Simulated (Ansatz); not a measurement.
Reactions of CH6O2SiSn (`O[Si]1([SnH3])CO1`).

Computed with Ansatz on PBE0-D4/def2-TZVP structures; ΔE is electronic, products minus reactants. CCSD(T)/CBS is the MP2 limit (def2-TZVPP, def2-QZVPP) plus CCSD(T) − MP2 in def2-TZVPP, frozen cores. This one scheme is used for every species, atoms too. Functionals use def2-TZVPP. B3LYP here is the variant with VWN-RPA as its local correlation; programs differ in this. Open shells (•) are unrestricted, without spin–orbit coupling. Spin–orbit coupling would lower the free atoms: a little for C, O, Si; strongly for Sn. Elements past krypton have def2 core potentials. Bonds to Sn are less sure, by a few kJ/mol each and by 10 to 20 or more in all where they break to atoms, as the def2 sets lack core-valence functions. One conformer a species, not always the lowest.

```json
{"reaction": "`O[Si]1([SnH3])CO1` → `O[SiH]1O[CH2][SnH2]1`", "B3LYP-D4 (kJ/mol)": "-62", "B2PLYP (kJ/mol)": "-63", "HF/CBS(def2) (kJ/mol)": "-66", "ωB97M-V (kJ/mol)": "-62"}
{"reaction": "`O[Si]1([SnH3])CO1` + `FC[SiH2]F` → `FC[SiH2][SnH3]` + `O[Si]1(F)CO1`", "B3LYP-D4 (kJ/mol)": "-18", "B2PLYP (kJ/mol)": "-19", "HF/CBS(def2) (kJ/mol)": "-24", "ωB97M-V (kJ/mol)": "-20"}
{"reaction": "`O[Si]1([SnH3])CO1` → C• + 6 H• + 2 O• + Si• + Sn•", "B3LYP-D4 (kJ/mol)": "3667", "B2PLYP (kJ/mol)": "3630", "HF/CBS(def2) (kJ/mol)": "2544", "ωB97M-V (kJ/mol)": "3697"}
{"reaction": "`O[Si]1([SnH3])CO1` + H₂S → `O[Si]1(S)CO1` + `[SnH4]`", "B3LYP-D4 (kJ/mol)": "-44", "B2PLYP (kJ/mol)": "-48", "HF/CBS(def2) (kJ/mol)": "-59", "ωB97M-V (kJ/mol)": "-50"}
```

Give the CCSD(T)/CBS values in the same order. (Best estimate.)

Computed: -69, -20, 3713, -43 kJ/mol.

Largest T1 diagnostic: 0.014, for `O[Si]1([SnH3])CO1`.
